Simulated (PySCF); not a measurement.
**Dipole moment and polarisability of `C[SiH2]CCC(C)=O`**

Compound: C5H12OSi.
Cartesian coordinates in Å at the GFN2-xTB level; atoms count from 1:
```
atom  x, y, z in Å
C1     2.3188    0.7093    0.7713
Si2    1.7314   -0.9729    0.1005
C3     0.4531   -0.6530   -1.2822
C4    -0.7027    0.2571   -0.8823
C5    -1.5711   -0.3416    0.1987
C6    -2.7022    0.5457    0.6651
O7    -1.3777   -1.4356    0.6644
H8     2.6510    1.3680   -0.0271
H9     1.5335    1.2226    1.3199
H10    3.1539    0.5787    1.4526
H11    1.2198   -1.7919    1.1953
H12    2.8743   -1.6484   -0.5351
H13    0.0431   -1.6080   -1.6113
H14    0.9560   -0.2128   -2.1457
H15   -0.3339    1.2243   -0.5314
H16   -1.3487    0.4565   -1.7442
H17   -3.1438    1.0952   -0.1614
H18   -2.3038    1.2655    1.3790
H19   -3.4610   -0.0495    1.1666
```

Level: B3LYP/def2-SVPD (PySCF), static field, nuclei fixed, core orbitals frozen in the response. The polarisability tensor in these axes (au):

```
x   98.13 -4.73 -1.06
y   -4.73 88.17 -0.21
z   -1.06 -0.21 83.46
```

Give the principal values, the mean and the anisotropy Δα = √{½[(α1 − α2)² + (α2 − α3)² + (α1 − α3)²]}.

Principal values 83.30, 86.40 and 100.06 au; mean 89.92 au = 13.32 Å³ = 14.83 × 10⁻⁴⁰ C²·m²/J; Δα = 15.45 au (17 % of the mean).

What is the dipole moment, and where does it point?

(-0.84, 2.87, -1.15) D, 3.20 D in size, pointing from the negative to the positive side. Measured along this direction, the outermost atoms are H11 at the negative end and H17 at the positive end.

Rayleigh depolarisation ratio (linearly polarised light, static tensor)?

ρ = 3Δα²/(45ᾱ² + 4Δα²) = 716.2/(363853 + 955.0) = 0.00196.

Give the principal axes and the span of the nuclei along them.

Largest value along (0.93, -0.37, -0.05), where the nuclei span 6.62 Å; middle along (0.35, 0.92, -0.19), 4.12 Å; least along (0.12, 0.16, 0.98), 3.92 Å. The response follows the extents in order.

What molar refraction does this α imply?

Lorentz–Lorenz: R = (4π/3)N_A α = 2.5225 cm³/(mol·Å³) × 13.32 Å³ = 33.6 cm³/mol, in the limit of long wavelengths.

In a dilute gas of rigid molecules at 400 K, how does the orientational term μ²/3kT compare with the electronic polarisability?

In Gaussian units μ²/3kT = 61.93 Å³ against 13.32 Å³, a ratio of 4.65; the Debye molar polarisation (4π/3)N_A(α + μ²/3kT) is 189.8 cm³/mol, leaving out the vibrational part.

Isolated species at its GFN2-xTB geometry (one conformer only). GFN2-xTB frequencies show an imaginary mode (29i cm⁻¹), so this geometry is no minimum at that level.

The run behind these numbers computed excited states as well. Time: 78 s wall (grids of density and orbitals included); peak memory 1.0 GiB. Hardware: an Arm Neoverse V1 with one thread (shared host).
